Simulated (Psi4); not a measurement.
magnesium atom (Mg), singlet; HF/def2-TZVPP run with Psi4 1.11.

Here is a job for Psi4.
```
memory 2 GB

molecule {
0 1
Mg    0.00000000    0.00000000    0.00000000
}

set {
  basis def2-tzvpp
}

energy('scf')
print_variables()
```

What does Psi4 print? Leave out banner, timings and long lists.


```
   => Loading Basis Set <=

    Name: DEF2-TZVPP
    Role: ORBITAL
    Keyword: BASIS

         ---------------------------------------------------------
                                   SCF
               by Justin Turney, Rob Parrish, Andy Simmonett
                          and Daniel G. A. Smith
                              RHF Reference
         ---------------------------------------------------------

  ==> Geometry <==

    Molecular point group: d2h
    Geometry (in Angstrom), charge = 0, multiplicity = 1:

       Center              X                  Y                   Z               Mass
    ------------   -----------------  -----------------  -----------------  -----------------
         MG           0.000000000000     0.000000000000     0.000000000000    23.985041697000

  Running in d2h symmetry.

  Rotational constants: A = ************  B = ************  C = ************ [cm^-1]
  Rotational constants: A = ************  B = ************  C = ************ [MHz]
  Nuclear repulsion =    0.000000000000000

  Charge       = 0
  Multiplicity = 1
  Electrons    = 12
  Nalpha       = 6
  Nbeta        = 6

  ==> Algorithm <==

  SCF Algorithm Type is DF.
  DIIS enabled.
  MOM disabled.
  Fractional occupation disabled.
  Guess Type is CORE.
  Energy threshold   = 1.00e-06
  Density threshold  = 1.00e-06
  Integral threshold = 1.00e-12

  ==> Primary Basis <==

  Basis Set: DEF2-TZVPP
    Blend: DEF2-TZVPP
    Number of shells: 12
    Number of basis functions: 32
    Number of Cartesian functions: 35
    Spherical Harmonics?: true
    Max angular momentum: 2

   => Loading Basis Set <=

    Name: (DEF2-TZVPP AUX)
    Role: JKFIT
    Keyword: DF_BASIS_SCF

  ==> Integral Setup <==

  SCF_SUBTYPE=INCORE selected. In-core MEM_DF algorithm will be used.
  Using in-core AOs.

  ==> MemDFJK: Density-Fitted J/K Matrices <==

    J tasked:                   Yes
    K tasked:                   Yes
    wK tasked:                   No
    Algorithm:                 Core
    Schwarz Cutoff:           1E-12
    Mask sparsity (%):       0.0000
    Fitting Condition:        1E-10

   => Auxiliary Basis Set <=

  Basis Set: (DEF2-TZVPP AUX)
    Blend: DEF2-UNIVERSAL-JKFIT
    Number of shells: 34
    Number of basis functions: 112
    Number of Cartesian functions: 137
    Spherical Harmonics?: true
    Max angular momentum: 4

  Minimum eigenvalue in the overlap matrix is 8.5960256397E-02.
[...]
   @DF-RHF iter   2:  -197.18540918645712   -8.99128e+00   2.40435e-01 ADIIS
   @DF-RHF iter   3:  -199.40397713618870   -2.21857e+00   7.80475e-02 ADIIS/DIIS
   @DF-RHF iter   4:  -199.60027843797454   -1.96301e-01   1.35801e-02 ADIIS/DIIS
   @DF-RHF iter   5:  -199.60660939272486   -6.33095e-03   4.21204e-04 ADIIS/DIIS
   @DF-RHF iter   6:  -199.60662971717306   -2.03244e-05   6.83247e-05 DIIS
   @DF-RHF iter   7:  -199.60663083681482   -1.11964e-06   4.57137e-06 DIIS
   @DF-RHF iter   8:  -199.60663084046814   -3.65333e-09   3.33172e-07 DIIS
  Energy and wave function converged.

  ==> Post-Iterations <==

    Orbital Energies [Eh]
    ---------------------

    Doubly Occupied:

[...]
    Virtual:

[...]
    Final Occupation by Irrep:
             Ag   B1g   B2g   B3g    Au   B1u   B2u   B3u
    DOCC [     3,    0,    0,    0,    0,    1,    1,    1 ]
    NA   [     3,    0,    0,    0,    0,    1,    1,    1 ]
    NB   [     3,    0,    0,    0,    0,    1,    1,    1 ]

  @DF-RHF Final Energy:  -199.60663084046814

   => Energetics <=

    Nuclear Repulsion Energy =              0.0000000000000000
    One-Electron Energy =                -279.4258042237286759
    Two-Electron Energy =                  79.8191733832605195
    Total Energy =                       -199.6066308404681422

Computation Completed

Properties will be evaluated at   0.000000,   0.000000,   0.000000 [a0]

Properties computed using the SCF density matrix

 Multipole Moments:

 ------------------------------------------------------------------------------------
     Multipole            Electronic (a.u.)      Nuclear  (a.u.)        Total (a.u.)
 ------------------------------------------------------------------------------------

 L = 1.  Multiply by 2.5417464519 to convert [e a0] to [Debye]
 Dipole X            :          0.0000000            0.0000000            0.0000000
 Dipole Y            :          0.0000000            0.0000000            0.0000000
 Dipole Z            :          0.0000000            0.0000000            0.0000000
 Magnitude           :                                                    0.0000000

 ------------------------------------------------------------------------------------

  Variable Map:
  ----------------------------------------------------------------------------
[...]
  Array Variable Map:
  ----------------------------------------------------------------------------
[...]
[...]
```
